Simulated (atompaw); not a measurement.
## Before and after: PAW (atompaw) potential for molybdenum

atompaw 4.2.0.5 input, output lines left out:

```
Mo 42
GGA-PBESOL scalarrelativistic loggrid 1500 logderivrange -7 5 301
5 5 4 0 0 0
5 0 1
5 1 0
4 2 5
0 0 0
c
c
c
v
v
c
c
v
v
c
v
2
2.10 1.80 1.70 1.45
n
n
y
2
n
custom polynom gramschmidtortho besselshape
3 0 troulliermartins
1.30
2.10
1.60
2.00
2.10
2.10
```

Change: local potential troulliermartins scheme with l = 3 at 0 Ry, radius 2.08 bohr.

Cutoffs: the cutoffs (Ry, on a coarse ladder) from which the occupation-weighted sum of valence levels, in a spherical-Bessel basis at the reference potential, stays within 10 and 1 mRy of its value at 400 Ry; they do not see the model core or the augmentation charge, which bear on the density cutoff.

Task: What does the change do?

Result: The potential gets neither clearly harder nor softer (35 Ry and 60 Ry → 35 Ry and 60 Ry); the range in which the s phases agree widens (upper end 1.3 → 4.5); the range in which the p phases agree widens (upper end 2.2 → at the end of the scan); neither file shows a bound ghost.

| quantity | base | changed |
| --- | --- | --- |
| cutoff, loose | 35 Ry | 35 Ry |
| cutoff, tight | 60 Ry | 60 Ry |
| bound ghosts | none | none |
| s: phases at 2.11 bohr within 0.05 rad from the reference energy up to (Ry; the scan ends near 5) | 1.3 | 4.5 |
| p: phases at 2.11 bohr within 0.05 rad from the reference energy up to (Ry; the scan ends near 5) | 2.2 | to the end of the scan |
| d: phases at 2.11 bohr within 0.05 rad from the reference energy up to (Ry; the scan ends near 5) | to the end of the scan | to the end of the scan |
| lowest overlap eigenvalue by channel | s 0.74, p 0.70, d 0.91 | s 0.74, p 0.64, d 0.90 |

 The cutoffs see the waves, projectors and local potential, not the compensation charge or the core.
